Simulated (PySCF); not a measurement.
# Working out the ionisation energy of Sc

Sc [Ar] 3d1 4s2 (2D) → Sc⁺ [Ar] 3d1 4s1 (3D). Calculation: PySCF 2.14, in Sapporo-DKH3-DZP-2012 (6s5p3d1f, 43 functions); the spin-free X2C one-electron Hamiltonian (Gaussian nucleus). Frozen: [Ne]. Energies in hartree (1 hartree = 27.21139 eV):

```
             part   Sc (lower)  Sc⁺ (upper)
              UHF  -763.267937  -763.069282
MP2 opposite-spin    -0.168816    -0.140664
    MP2 same-spin    -0.064193    -0.059091
```

Task: What does Hartree-Fock give?

Result: (-763.069282) − (-763.267937) = 0.198655 hartree = 5.406 eV.

Task: What do MP2 and SCS-MP2 (6/5 opposite-spin, 1/3 same-spin) give?

Result: The opposite-spin parts differ by 0.766 eV and the same-spin parts by 0.139 eV. MP2: 5.406 + (0.766) + (0.139) = 6.311 eV. SCS-MP2: 5.406 + 1.2 × (0.766) + (0.139)/3 = 6.372 eV.

Measured between the centres of the two terms (NIST): 6.562 eV, so MP2 (valence and next inner shell) is off by -0.251 eV.

A double-zeta basis recovers only part of the correlation energy.

What remains against the reference includes basis incompleteness, the frozen core and correlation beyond second order.
